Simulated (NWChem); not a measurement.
Correlation energy of BF (+1)

```
B
F 1 1.2147
```
Charge +1, spin multiplicity 2.

The numbers come from NWChem runs, not from measurements. The geometry was optimised at UPBE0/def2-SVP, a minimum by its harmonic frequencies.

Basis set: STO-3G. Each correlation energy counts from its own Hartree-Fock reference.

The correlated methods keep 2 core orbitals frozen. This spin state was chosen for the runs; another may lie lower. The structure started from a generated list of species. The unpaired electrons of the parent sit in orbitals of symmetry a1 (C2v labels of the run); other states weren't searched. No SCF solution was tested for a lower state. Open-shell Hartree-Fock references start from PBE0 orbitals. No row is a measurement; the coupled-cluster row has its own basis-set and correlation limits.

```csv
method,correlation energy (mHa)
UMP2,-63.9
SCS-UMP2,-61.4
CCSD on UHF,-70.5
CCSD[T] on UHF,-82.3
CCSD(T) on UHF,[?]
CCSD on ROHF,-72.5
CCSD[T] on ROHF,[?]
CCSD(T) on ROHF,-81.5
CCSDT on ROHF,-82.0
```

Q: What belongs in the gaps?

A: 
- CCSD(T) on UHF, correlation energy (mHa): -79.1
- CCSD[T] on ROHF, correlation energy (mHa): -85.0
